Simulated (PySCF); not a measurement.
SiHF2Br, SMILES F[SiH](F)Br.

Geometry: ωB97X-D3(BJ)/def2-SVP.

All values below come from r2SCAN/def2-TZVPD run with PySCF.

Gas-phase values at a fixed geometry.

| Item | Value |
|---|---|
| total energy | -3064.10224 hartree |
| point group | Cs |
| highest occupied level | -8.35 eV |
| lowest empty level | -0.50 eV |
| orbital gap | 7.86 eV |
| dipole moment | 1.27 D |
| quadrupole, principal values (traceless, Buckingham form, about the centre of nuclear charge) | -2.88, -1.88, 4.77 D·Å |
| mean static polarisability | 45.8 bohr³ (6.78 Å³) |
| polarisability, principal values | 40.8, 41.3, 55.2 bohr³ |
